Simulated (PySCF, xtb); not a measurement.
Te(I)(OH) (HIOTe), SMILES O[Te]I.

xtb with GFN2-xTB at its own geometry gives an orbital gap of 3.10 eV and a dipole moment of 6.12 D.

The structure is a stationary point at B3LYP-D3(BJ)/def2-SVP. The def2 effective core potentials stand for the cores of I, Te; spin–orbit coupling is left out. One conformer was computed; it need not be the lowest.

**Question.** What does ωB97X/def2-TZVPD in PySCF give? (The exact figures need the calculation; the answer reports its results.)

**Answer.** gap 7.62 eV (levels -8.61 and -0.99 eV), dipole 1.71 D.
